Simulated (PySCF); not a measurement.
# Ta (tantalum, neutral) across methods

[Xe] 4f14 5d3 6s1 6p1, one real determinant (an excited configuration). Computed with PySCF 2.14 in aug-cc-pwCVDZ-PP with ECP60MDF (6s6p5d3f, 70 functions), with scalar relativity through the core potential.

```csv
method,E (hartree),mean ε 5d α (eV),mean ε 6s α (eV),mean ε 6p α (eV),Σ⟨r²⟩ (bohr²),⟨S²⟩
UHF,-56.70012,-10.210,-9.748,-4.835,66.87,8.755
r2SCANh,-57.2187,-6.593,-7.408,-2.792,66.20,8.752
r2SCAN,-57.2355,-6.142,-7.103,-2.563,66.26,8.752
PW91,-57.2517,-5.832,-6.901,-2.493,66.98,8.751
CAM-B3LYP,-57.1442,-8.125,-8.715,-3.892,66.52,8.751
PBE0,-57.1905,-7.011,-7.663,-3.090,66.48,8.751
LDA,-57.0459,-5.780,-7.063,-2.524,67.08,8.750
wB97X-V,-57.1523,-9.076,-9.567,-4.728,66.24,8.751
PBE,-57.2194,-5.790,-6.845,-2.464,67.08,8.751
```

⟨L²⟩ = 14.01 against 20 for a pure G term, so this real determinant mixes terms. Energies and moments cover only the electrons outside the core potential. Spin-orbit coupling, absent here, splits the open shell strongly.
